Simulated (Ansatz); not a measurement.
`C/N=C\C=C(\NC)OC`, relaxed with RKS PBE-D4/def2-SVP in Ansatz 0.2.0 from a rough embedded geometry. The force threshold is 0.03 eV/Å; the program also tests the step.

Total charge 0; spin multiplicity 1.

Start:

```xyz
21

C     2.684    0.988    2.377
N     2.598   -0.275    1.657
C     1.562   -0.523    0.909
C     0.448    0.250    0.673
C    -0.561   -0.088   -0.204
N    -1.734    0.608   -0.410
C    -2.954   -0.001   -0.831
O    -0.414   -1.311   -0.895
C     0.022   -1.075   -2.271
H     1.801    1.015    3.098
H     2.584    1.832    1.710
H     3.571    1.011    2.960
H     1.575   -1.499    0.379
H     0.254    1.193    1.195
H    -1.854    1.373    0.257
H    -2.882   -0.546   -1.791
H    -3.329   -0.727   -0.062
H    -3.757    0.769   -0.960
H     0.109   -2.001   -2.764
H    -0.718   -0.420   -2.814
H     0.994   -0.573   -2.212
```

Task: How much energy does the relaxation release, and in how many steps? (Estimate.)

Result: The calculation gave: 44.03 kJ/mol, in 22 steps, 2 of them rejected.

Task: Which bonds change most? (Estimate.)

Result: The calculation gave: C3–C4 from 1.377 to 1.451 Å; C9–H19 from 1.053 to 1.106 Å; C1–H12 from 1.061 to 1.109 Å; C5–O8 from 1.413 to 1.366 Å.

Task: Give the relaxed structure. (Estimate.)

Result: The calculation gave: 
```xyz
21

C     2.577    0.928    2.547
N     2.722   -0.177    1.621
C     1.748   -0.431    0.808
C     0.472    0.248    0.683
C    -0.484   -0.117   -0.235
N    -1.621    0.621   -0.513
C    -2.910   -0.006   -0.759
O    -0.347   -1.265   -0.962
C    -0.164   -1.094   -2.370
H     1.728    0.784    3.258
H     2.400    1.906    2.037
H     3.497    1.038    3.157
H     1.895   -1.289    0.117
H     0.241    1.098    1.344
H    -1.660    1.508   -0.008
H    -2.754   -0.976   -1.265
H    -3.480   -0.208    0.178
H    -3.534    0.632   -1.417
H    -0.129   -2.109   -2.809
H    -0.992   -0.519   -2.836
H     0.795   -0.571   -2.577
```
